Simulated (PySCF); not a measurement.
norbornene (C₇H₁₀), singlet, at a GFN2-xTB geometry, with bond 11-4 at 1.6 times its length; PySCF with HF/STO-3G.

Here is a job for PySCF.
```python
from pyscf import gto, scf

mol = gto.Mole()
mol.atom = '''
    C     1.322721    0.396612   -0.608747
    C     0.655831    1.359101    0.013951
    C    -0.439514    0.704270    0.815466
    C    -1.463761    0.192573   -0.225391
    C    -0.689399   -0.925025   -0.948440
    C     0.681838   -0.914123   -0.231580
    C     0.248580   -0.607724    1.205564
    H     2.126406    0.492333   -1.316069
    H     0.788951    2.422616   -0.067240
    H    -0.872755    1.301193    1.614553
    H    -1.961517    1.465314   -1.306958
    H    -2.349724   -0.197034    0.275523
    H    -0.581787   -0.733865   -2.015384
    H    -1.175152   -1.892236   -0.821217
    H     1.280694   -1.806775   -0.396199
    H     1.091522   -0.459507    1.879231
    H    -0.431077   -1.348864    1.623235
'''
mol.basis = 'sto-3g'
mol.charge = 0
mol.spin = 0
mol.verbose = 4
mol.build()

mf = scf.RHF(mol)
mf.init_guess = 'mod_huckel'
mf.kernel()
mf.analyze()
```

Question: Predict the main parts of the log of this PySCF run.

Answer: 
```
PySCF version 2.14.0

[INPUT] verbose = 4
[INPUT] num. atoms = 17
[INPUT] num. electrons = 52
[INPUT] charge = 0
[INPUT] spin (= nelec alpha-beta = 2S) = 0
[INPUT] symmetry False subgroup None
[INPUT] Mole.unit = angstrom
[INPUT] Symbol           X                Y                Z      unit          X                Y                Z       unit  Magmom
[...]
nuclear repulsion = 308.206634206191
number of shells = 31
number of NR pGTOs = 135
number of NR cGTOs = 45
basis = sto-3g
ecp = {}

******** <class 'pyscf.scf.hf.RHF'> ********
method = RHF
initial guess = mod_huckel
damping factor = 0
level_shift factor = 0
DIIS = <class 'pyscf.scf.diis.CDIIS'>
diis_start_cycle = 1
diis_space = 8
diis_damp = 0
SCF conv_tol = 1e-09
SCF conv_tol_grad = None
SCF max_cycles = 50
direct_scf = True
direct_scf_tol = 1e-13
Set gradient conv threshold to 3.16228e-05
Initial guess from on-the-fly Huckel, doi:10.1021/acs.jctc.8b01089,
employing the updated GWH rule from doi:10.1021/ja00480a005.
Spherically averaged atomic HF for {'C', 'H'}

******** <class 'pyscf.scf.atom_hf.AtomSphAverageRHF'> ********
method = AtomSphAverageRHF
initial guess = minao
damping factor = 0
level_shift factor = 0
DIIS = <class 'pyscf.scf.diis.CDIIS'>
diis_start_cycle = 1
diis_space = 8
diis_damp = 0
SCF conv_tol = 1e-09
SCF conv_tol_grad = None
SCF max_cycles = 50
direct_scf = True
direct_scf_tol = 1e-13
atom = C
Set gradient conv threshold to 3.16228e-05
Initial guess from minao.
init E= -36.7517431777338
cycle= 1 E= -36.7619269638614  delta_E= -0.0102  |g|=    0  |ddm|= 0.0245
cycle= 2 E= -36.7619269638615  delta_E= -2.13e-14  |g|=    0  |ddm|= 1.91e-15
Extra cycle  E= -36.7619269638615  delta_E=    0  |g|=    0  |ddm|=    0
Atomic HF for atom  C  converged. SCF energy = -36.7619269638615

******** 1 electron system ********
Atomic HF for atom  H  converged. SCF energy = -0.466581849557275

[...]
init E= -247.226405689858
[...]
cycle= 1 E= -263.807076458461  delta_E= -16.6  |g|= 2.66  |ddm|= 18.1
[...]
cycle= 2 E= -259.275343037393  delta_E= 4.53  |g|= 3.23  |ddm|= 8.78
[...]
cycle= 3 E= -267.16551273418  delta_E= -7.89  |g|= 0.844  |ddm|= 7.41
[...]
cycle= 4 E= -267.476312898106  delta_E= -0.311  |g|= 0.241  |ddm|= 1.29
[...]
cycle= 5 E= -267.499809852778  delta_E= -0.0235  |g|= 0.0918  |ddm|= 0.351
[...]
cycle= 6 E= -267.503298290077  delta_E= -0.00349  |g|= 0.0386  |ddm|= 0.128
[...]
cycle= 7 E= -267.503821355673  delta_E= -0.000523  |g|= 0.0172  |ddm|= 0.0458
[...]
cycle= 8 E= -267.503966822121  delta_E= -0.000145  |g|= 0.00252  |ddm|= 0.0331
[...]
cycle= 9 E= -267.503970501239  delta_E= -3.68e-06  |g|= 0.000464  |ddm|= 0.00551
[...]
cycle= 10 E= -267.503970641398  delta_E= -1.4e-07  |g|= 0.000156  |ddm|= 0.00101
[...]
cycle= 11 E= -267.503970660761  delta_E= -1.94e-08  |g|= 4.69e-05  |ddm|= 0.000419
[...]
cycle= 12 E= -267.503970662542  delta_E= -1.78e-09  |g|= 9.29e-06  |ddm|= 0.000149
[...]
cycle= 13 E= -267.503970662606  delta_E= -6.39e-11  |g|= 2.37e-06  |ddm|= 2.6e-05
[...]
Extra cycle  E= -267.50397066261  delta_E= -3.64e-12  |g|= 9.57e-07  |ddm|= 4.21e-06
converged SCF energy = -267.50397066261
**** SCF Summaries ****
Total Energy =                        -267.503970662609959
Nuclear Repulsion Energy =             308.206634206191325
One-electron Energy =                 -973.653498203676918
Two-electron Energy =                  397.942893334875691
Two-electron Coulomb Energy =          437.833286483492827
DFT Exchange-Correlation Energy =      -39.890393148617136
HOMO-LUMO gap [eV] =                    15.692505698982973
**** MO energy ****
[...]
 ** Mulliken pop on meta-lowdin orthogonal AOs  **
 ** Mulliken pop  **
 ** Mulliken atomic charges  **
charge of    0C =     -0.05487
charge of    1C =     -0.04798
charge of    2C =     -0.00960
charge of    3C =      0.00904
charge of    4C =     -0.06067
charge of    5C =     -0.00362
charge of    6C =     -0.04743
charge of    7H =      0.03518
charge of    8H =      0.03650
charge of    9H =      0.02765
charge of   10H =     -0.05223
charge of   11H =      0.02529
charge of   12H =      0.03339
charge of   13H =      0.02842
charge of   14H =      0.02625
charge of   15H =      0.03051
charge of   16H =      0.02416
Dipole moment(X, Y, Z, Debye):  0.15216, -0.45194,  0.28520
```
